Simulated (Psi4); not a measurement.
aluminum atom (Al), doublet. Base run: Psi4 with PBE/pcseg-1.

Here is a job for Psi4.
```
memory 2 GB

molecule mol {
0 2
Al    0.000000    0.000000    0.000000
}

set {
  basis pcseg-1
  reference uks
}

energy('pbe')
print_variables()
```

Variants of this job, named by their change:

```csv
change,E (Eh),SCF-reference <S^2>
base,-242.21440,0.751
functional = r2scan,-242.31299,0.753
functional = m06-l,-242.32663,0.752
functional = wb97x,-242.33616,0.752
functional = wb97x-v,-242.30139,0.751
functional = pbe0,-242.23285,0.752
functional = m06-2x,-242.32809,0.752
functional = hf (with energy('scf')),-241.84658,0.754
functional = revpbe,-242.30033,0.752
functional = b3lyp,-242.37364,0.751
functional = b2plyp,-242.22848,0.752
functional = m06,-242.33479,0.751
functional = bhhlyp,-242.35142,0.752
```

Absolute energies of different levels of theory aren't comparable as measures of quality.

Open shells are given as the SCF converged; they aren't shown to be the lowest states, and a large step between rows can be another state.
